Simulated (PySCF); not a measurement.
Spectra and structures to be paired. The calculation used TDDFT CAM-B3LYP/def2-SVPD, vertical, gas phase, core orbitals frozen in the response in PySCF. Geometries: PBE0-D3(BJ)/def2-SVP; one conformer of each isolated species. Triplets are in the Tamm–Dancoff approximation. Relativistic effects are left out although some hold elements past zinc.

A. `CC#C[C@@H]1CC12C=CC=C2`
B. `B[AsH]CC`
C. `c1cc[n+](cc1)[GaH3-]`
D. `OCB(O)O`
E. `CC(C)CC(C)C`

Lowest singlet levels (six at most, fewer where fewer were computed) with oscillator strengths:

1. 237 nm (f 0.051); 231 nm (f 0.000); 226 nm (f 0.035); 211 nm (f 0.003); 208 nm (f 0.024); 206 nm (f 0.008)
2. 262 nm (f 0.042); 220 nm (f 0.209); 208 nm (f 0.035); 198 nm (f 0.005); 196 nm (f 0.002); 188 nm (f 0.016); T1 2.93 eV
3. 187 nm (f 0.002); 168 nm (f 0.025); 156 nm (f 0.009); 152 nm (f 0.003); 147 nm (f 0.006); 145 nm (f 0.008); T1 6.33 eV
4. 295 nm (f 0.083); 222 nm (f 0.065); 209 nm (f 0.009); 204 nm (f 0.048); 187 nm (f 0.081); 175 nm (f 0.012); T1 3.05 eV
5. 144 nm (f 0.040); 143 nm (f 0.030); 140 nm (f 0.040); 136 nm (f 0.024); 135 nm (f 0.019); 134 nm (f 0.012); T1 8.40 eV

Question: Match each spectrum to its molecule.

Answer: 1 = C, 2 = A, 3 = D, 4 = B, 5 = E.
- A: S1 at 4.74 eV, HOMO→LUMO (98%); Löwdin shares by element: HOMO carbon 84% or more (atoms not listed hold the other 16%); LUMO carbon 63% or more (atoms not listed hold the other 37%); HOMO -7.49 and LUMO 0.27 eV.
- B: S1 at 4.21 eV, HOMO→LUMO (89%); Löwdin shares by element: HOMO arsenic 58%, boron 18%, carbon 10% or more, hydrogen 6% or more; LUMO boron 51%, arsenic 21%, hydrogen 18% or more; HOMO -8.06 and LUMO -0.73 eV.
- C: S1 at 5.23 eV, HOMO→LUMO (98%); Löwdin shares by element: HOMO hydrogen 54% or more, gallium 39%; LUMO carbon 48% or more, nitrogen 22% (atoms not listed hold the other 30%); HOMO -8.54 and LUMO -0.91 eV.
- D: S1 at 6.63 eV, HOMO→LUMO (64%), HOMO→LUMO+1 (29%); Löwdin shares by element: HOMO oxygen 51% or more, carbon 21%, boron 13% (atoms not listed hold the other 15%); LUMO boron 46%, oxygen 16% or more, carbon 9% (atoms not listed hold the other 29%); HOMO -9.53 and LUMO 0.42 eV.
- E: S1 at 8.60 eV, HOMO→LUMO (90%); Löwdin shares by element: HOMO carbon 58% or more (atoms not listed hold the other 42%); LUMO carbon 36% or more (atoms not listed hold the other 64%); HOMO -10.01 and LUMO 1.35 eV; point group C2.
